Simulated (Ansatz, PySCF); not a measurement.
Molecule: sum formula SiPH5, charge 0, multiplicity 1. 
Structure (B3LYP-D3(BJ)/def2-TZVP (Ansatz, a quantum-chemistry and plane-wave program) minimum search):
```xyz
7

Si    -1.0725     0.0867     0.2119
P      1.1233    -0.0680    -0.3324
H     -1.8171    -0.8926    -0.6134
H     -1.5318     1.4532    -0.1291
H     -1.3565    -0.1741     1.6427
H      1.3129    -1.2974     0.3513
H      1.5580     0.7172     0.7672
```

Total electronic energies in hartree. Cores are frozen in the correlated levels unless marked. Spin-orbit coupling is left out. No relativistic terms. CBS(X,Y): correlation extrapolated as X^-3; Hartree-Fock from the larger set. The bracket is a focal-point correction in the basis named.

```csv
level,program,energy (Eh)
HF/6-31G,Ansatz,-632.43922
HF/def2-TZVPP,Ansatz,-632.59852
HF/def2-QZVPP,Ansatz,-632.61758
M06-L/def2-TZVPD,PySCF,-633.86243
BHLYP-D4/def2-TZVPD,Ansatz + dftd4,-633.86293
r2SCANh-D4/def2-TZVPD,Ansatz + dftd4,-633.80164
LC-wPBE-D4/def2-TZVPD,Ansatz + dftd4,-633.67471
RPA@PBE/cc-pV(T+d)Z,Ansatz,-633.15979
MP2/6-31G,Ansatz,-632.55430
MP2/def2-SVPD,Ansatz,-632.62528
"RI-MP2/CBS(def2-TZVPPD,def2-QZVPPD)",Ansatz,-632.9475
SCS-MP2/cc-pwCVTZ,Ansatz,-632.92293
CCSD(T)/def2-SVP,Ansatz,-632.65935
CCSD(T)/def2-TZVPP,Ansatz,-632.95049
"RI-MP2/CBS(aug-cc-pV(T+d)Z,aug-cc-pV(Q+d)Z)+[CCSD(T)-MP2]/aug-cc-pV(T+d)Z",Ansatz,-633.0060
```

Totals of different functionals don't rank their quality; only differences between species are comparable.
